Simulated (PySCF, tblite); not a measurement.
C4H5BO3S2.
Bonds: O1–B2, B2–O3, B2–C4, C4–C5 (aromatic), C5–C6 (aromatic), C6–O7, C6–S8 (aromatic), S8–C9 (aromatic), C9–S10, C4–C9 (aromatic). Hydrogens: H11 on O1; H12 on O3; H13 on C5; H14 on O7; H15 on S10.

Jobs on this species (15 atoms, 90 electrons) with PySCF (density fitting) and tblite. Hardware of each: one thread of an Arm Neoverse N1, no GPU (shared host). Other jobs ran on the host; a repeat could differ by tens of per cent or more.

```tsv
level and settings	work	basis functions	SCF cycles	wall time
PBE0/pcSseg-1	shieldings, ring-centre shieldings, charges and field gradients	209	?	?
GFN2-xTB	Hessian by finite differences	–	–	1.1 s
GFN2-xTB	L-BFGS relaxation	–	–	1.5 s
```

Q: Fill in the missing figures.

A: 
- PBE0/pcSseg-1; shieldings, ring-centre shieldings, charges and field gradients: 72 s, 14 SCF cycles

Q: What do all jobs in the table cost together?

A: About 75 s; the longest takes about 97 % of that, and about 65 times as long as the shortest.
